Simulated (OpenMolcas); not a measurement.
## What dynamic correlation does to the levels of Ce2+

```
Program             : OpenMolcas 26.06
Basis               : ANO-RCC-VTZP [8s7p5d3f2g1h]
Scalar Hamiltonian  : DKH2, point nucleus
Active space        : 2 electrons in 7 orbitals (4f)
State averaging     : 2S+1 = 3 even, 21 roots; 2S+1 = 1 even, 28 roots
Spin-orbit coupling : state interaction with AMFI integrals over the reference wave functions, term energies averaged over their components
```

Methods on the same reference wave functions:
A. CASSCF
B. SS-CASPT2, IPEA 0.25 Eh, imaginary shift 0.1 Eh (closed shells correlated: 5s 5p)
C. XMS-CASPT2, IPEA 0.25 Eh, imaginary shift 0.1 Eh (closed shells correlated: 5s 5p)

Energies in cm⁻¹ above 4f² ³H₄, the measured ground level; measured values from Martin, Zalubas and Hagan, Atomic Energy Levels: The Rare-Earth Elements, NSRDS-NBS 60 (1978).

```
  Level      A      B      C  Measured
4f² ³H₄    0.0    0.0    0.0       0.0
4f² ³H₅   1649   1679   1690      1528
4f² ³H₆   3416   3440   3450      3127
4f² ³F₂   5619   4400   5010      3763
4f² ³F₃   6668   5470   6100      4765
4f² ¹D₂  19299  16410  15710     12835
4f² ¹I₆  23061  19480  19320     17421
4f² ³P₀  24625  20770  21060     16072
4f² ³P₁  25073  21250  21550     16524
4f² ³P₂  25914  22140  22390     17317
4f² ¹S₀  52804  43600  43450     32839
```

Deviations, from unrounded energies. A percentage is the sum of absolute deviations over the sum of measured energies, with the sign that they share, or ± where signs differ.

```csv
Against measurement,Levels,A,B,C
mean absolute deviation (cm-1),10,6200,3200,3400
fine structure of the ground term (%),2,+8.8,+10.0,+10.4
other terms of the ground configuration (%),8,+50.6,+26.3,+27.2
```

B, C lie about equally close to measurement and A furthest from it. The largest miss of B in the table is 4f² ¹S₀, by +11000 cm-1. The ranking rests on the paired levels alone, and a cruder setting can come out closer through cancelling errors.

Between B and C the level of the table that moves most is 4f² ¹D₂, by 700 cm-1 (lowest in C, highest in B). Moves below CASPT2's spread within the term are not significant.

The mean deviations of B to C differ by less than CASPT2's widest spread within a term (910 cm-1), so their order carries little weight.

From A to B the spin-free energies of the other terms of 4f² shown, above ³H, scale by factors of 0.75 to 0.84, as is usual when dynamic correlation screens the repulsion within a d or f shell.

The lowest spin-free term lies below A's lowest term by 0.264 hartree in B, 0.271 hartree in C.

CASPT2 breaks the degeneracy within a term, and the mean is taken; among the terms shown or strongly mixed into the levels shown the widest spread is 910 cm-1 (4f² ¹I, B). Over all roots computed the reference weight is 0.84 to 0.92 in B; the roots of lowest weight are the least certain, and an intruder state may touch them. Without dynamic correlation excited terms often stand tens of per cent too high (terms of higher spin than the ground term too low), and those without a measured partner can miss by more than the paired ones (holds for A). Some terms miss by over 15 % even with CASPT2, which points to a basis or an active space too small for the shells correlated (holds for B; C). Some levels mix across a computed gap that differs much from the measured one, so their mixing is not that of the real levels (holds for C). Measured partners are found by configuration, term and J. A level has none where our copy of the source lacks it or the pairing is in doubt (some pairs that miss far off the trend of their configuration count as doubtful), and it then counts in no deviation. Levels of configurations outside the active space are missing. The table leaves out levels that lie high or whose names do not pair safely across all columns.
